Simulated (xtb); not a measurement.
CH8FNSi2, SMILES N[SiH2][SiH2]CF. All values are semi-empirical tight-binding results from xtb (GFN2-xTB unless named), good for trends rather than for accurate numbers. The structure is a stationary point at GFN2-xTB. The structure was generated by enumeration, and PubChem lists no compound with its InChIKey, so it may never have been made. The values are those of a single conformer.

```json
{
  "orbital_gap": "4.20 eV",
  "dipole_moment": "1.60 D",
  "zero_point_energy": "54.4 kcal/mol",
  "G − E(el) at 298.15 K (modified RRHO)": "33.2 kcal/mol",
  "static polarisability (D4 model)": "81.7 bohr³",
  "solvation energy, GFN2-xTB/ALPB(water)": "-3.7 kcal/mol",
  "solvation energy, GFN2-xTB/ALPB(toluene)": "-3.0 kcal/mol"
}
```
